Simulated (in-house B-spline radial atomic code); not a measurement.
The numbers below are computed, except where a source is named.
**Correlation energy from the adiabatic connection: ω²r²/2 − Z/r, ω = 0.0485, Z = 0.7**

Two electrons in a singlet, external potential ω²r²/2 − Z/r, ω = 0.0485, Z = 0.7 (atomic units). Full CI in B-splines (partial waves to l = 8, correlation up to 0.6 % small) with the density held fixed gives W(λ) = <V_ee>_λ − U, and E_c is the integral of W(λ) − W(0) from 0 to 1.

```
   λ  W(λ) − W(0) (hartree)
   0                0.00000
0.02               -0.00206
0.05               -0.00502
0.12               -0.01139
0.25               -0.02154
 0.4               -0.03107
 0.6               -0.04109
 0.8               -0.04888
   1               -0.05510
```

Problem. Integrate the table by the trapezoid rule.

Solution. The strips give -0.00002, -0.00011, -0.00057, -0.00214, -0.00395, -0.00722, -0.00900, -0.01040, which sum to -0.03340 hartree. The direct value, W(1) − W(0) + T_c with T_c = 0.02155, is -0.03355; the curve is convex, so chords lie above it and the trapezoids fall short in size by 0.44 %.

Problem. Now use only three numbers: W(0) = -0.28097, the initial slope W'(0) = -0.1045 (extrapolated from the first points) and the strong-coupling limit of the point-charge-plus-continuum model, W∞ = -0.40023. What do second-order theory and the interpolation W(λ) = W∞ + (W(0) − W∞)/√(1 + 2χλ) of Seidl, Perdew and Levy give?

Solution. Second order keeps the slope alone: E_c = W'(0)/2 = -0.05225, +56 % in size against -0.03355. Matching the slope fixes χ = W'(0)/(W∞ − W(0)) = -0.1045/(-0.11926) = 0.87624. Integrating, with s = √(1 + 2χ) = 1.659058, E_c = −(W(0) − W∞)(s − 1)/(s + 1) = −0.11926 × 0.659058/2.659058 = -0.02956 hartree, -11.9 % in size against the full result. At λ = 1 the formula gives W − W(0) = -0.04738 against -0.05510. Part of the miss can come from the model's W∞.
